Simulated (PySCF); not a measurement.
C5H15Nb, SMILES [CH3][Nb]([CH3])([CH3])([CH3])[CH3], multiplicity 1.

Coordinates come from a B3LYP-D3(BJ)/def2-SVP optimisation. The spin state was assumed, not searched. The def2 effective core potentials stand for the cores of Nb; spin–orbit coupling is left out.

Level of theory: PySCF with PBE/def2-TZVP.

```json
{
 "total_energy": "-256.29426 hartree",
 "highest_occupied_level": "-5.93 eV",
 "lowest_empty_level": "-2.95 eV",
 "orbital_gap": "2.99 eV",
 "dipole_moment": "1.06 D",
 "quadrupole, principal values (traceless, Buckingham form, about the centre of nuclear charge)": "-0.93, -0.93, 1.86 D·Å"
}
```
